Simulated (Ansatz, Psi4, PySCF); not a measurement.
F4Sn (SMILES [F][Sn]([F])([F])[F]), singlet, at a GFN2-xTB geometry (such geometries of metal compounds can be far from the true shape) (all electrons, no relativity). Base run: PySCF with REVPBE/STO-3G.

Geometry (Å):
```xyz
5

F     -0.9558    -1.4904    -0.7317
Sn     0.0000     0.0000     0.0000
F     -1.1442     1.5361     0.0379
F      0.5675    -0.4177     1.7815
F      1.5326     0.3720    -1.0877
```
All else is at PySCF's defaults.

The same geometry, method and basis name were run in Ansatz (a quantum-chemistry and plane-wave program) and Psi4 and PySCF, at each program's defaults and at the settings that a row names. The base is PySCF at its defaults. Differences at the defaults can come from grids, fitting, cores and function types together.

| code and settings | ΔE vs base (mEh) | basis functions | E (Eh) | SCF cycles |
|---|---|---|---|---|
| PySCF, defaults (exact integrals, its default grid, spherical functions) | 0.000 | 47 | -6358.44643 | 8 |
| Ansatz, defaults (factorised integrals, its default grid, spherical functions) | 0.054 | 47 | -6358.44638 | - |
| PySCF, fine grid | 0.051 | 47 | -6358.44638 | 8 |
| Psi4, exact integrals, spherical functions, fine grid | 0.095 | 47 | -6358.44633 | 7 |
| Ansatz, high accuracy | 0.061 | 47 | -6358.44637 | - |
